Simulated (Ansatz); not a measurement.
`F[SiH2][SeH]` → H₂Se + `F[SiH]` at 298.15 K and 1 bar (silylene formation by 1,1-elimination).

Program: Ansatz. Geometries: PBE0-D4/def2-TZVP. ΔE: electronic, gas phase. CCSD(T)/CBS is the MP2 limit (def2-TZVPP, def2-QZVPP) plus CCSD(T) − MP2 in def2-TZVPP, frozen cores. This one scheme is used for every species. For Se outer-core shells are correlated without core-valence functions, which leaves a few kJ/mol of doubt a bond. Scalar relativity is left out up to krypton. Each species was taken in one conformer, which may not be the lowest.

```
       species  CCSD(T)/CBS energy (Eh)  H − E (kJ/mol)  S (J/(mol·K))
`F[SiH2][SeH]`              -2791.46485            89.7          305.5
          H₂Se              -2401.89790            45.8          219.1
      `F[SiH]`               -389.46371            32.3          239.1
```

H − E and S are ideal-gas, rigid-rotor, harmonic terms from PBE0-D4/def2-TZVP, for one conformer and one mirror image of each species. 1 Eh = 2625.50 kJ/mol, R = 8.31446 J/(mol·K).

Q: By hand: ΔE, ΔH, ΔS and ΔG.

A: ΔE = (-2401.89790) + (-389.46371) − (-2791.46485) = 0.10324 Eh = 271.1 kJ/mol. Δ(H − E) = 45.8 + 32.3 − 89.7 = -11.6, so ΔH = 259.5 kJ/mol. ΔS = 219.1 + 239.1 − 305.5 = 152.7 J/(mol·K). ΔG = 259.5 − 298.15 × (152.7)/1000 = 214.0 kJ/mol.

Q: By hand: the equilibrium constant, and the temperature at which ΔG would vanish if ΔH and ΔS stayed fixed.

A: log₁₀ K = −ΔG/(RT ln 10) = -37.5. ΔG = 0 at ΔH/ΔS = 1699 K.

The number of gas molecules changes by +1, which sets the sign of ΔS. A doubt of 5 kJ/mol in ΔE shifts log₁₀ K by 0.9 here. Other conformers and mirror images would add mixing entropy, several J/(mol·K) or more a flexible species. These are equilibria of isolated gas molecules and say nothing of rates. Largest T1 diagnostic: 0.015 (customary marks: 0.02 for closed shells, 0.045 for open ones).
